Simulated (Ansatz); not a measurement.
Reaction (formal exchange of groups at the Si–F bond): `O[Si](F)(Cl)Cl` + `CC(F)CF` → `O[SiH](Cl)Cl` + `FCC(F)CF`

Program: Ansatz. Geometries: PBE0-D4/def2-TZVP. ΔE: electronic, gas phase. CBS: MP2 limit from def2 TZ/QZ plus the TZ coupled-cluster correction, frozen cores. This one scheme is used for every species. Functionals use def2-TZVPP. HSE06 is defined as in plane-wave codes. One conformer a species, not always the lowest.

| level | ΔE (eV) |
| --- | --- |
| r2SCAN-D4 | 2.43 |
| B2PLYP | 2.42 |
| r2SCAN | 2.43 |
| PBE0 | 2.34 |
| HSE06 | 2.33 |
| CCSD/def2-SVP | 2.20 |
| MP2/def2-TZVPP | 2.53 |
| SCS-MP2/def2-QZVPP | 2.49 |

**Question.** What does CCSD(T)/CBS give? (An estimate is asked.)

**Answer.** Computed: +2.47 eV. The listed levels differ from it by -0.04, -0.05, -0.04, -0.13, -0.14, -0.27, 0.06, 0.02 eV.

Largest T1 diagnostic among the species: 0.011.

From PBE to PBE0 (25 % exact exchange), in def2-TZVPP and without D4, ΔE moves by +0.07 eV. Leaving LDA and LC-ωPBE aside and taking each functional with its dispersion term where it has one, the values, not all of them listed here, spread over 0.20 eV, from PBE-D4 to B97M-V. LDA lies +0.04 eV from PBE without D4.
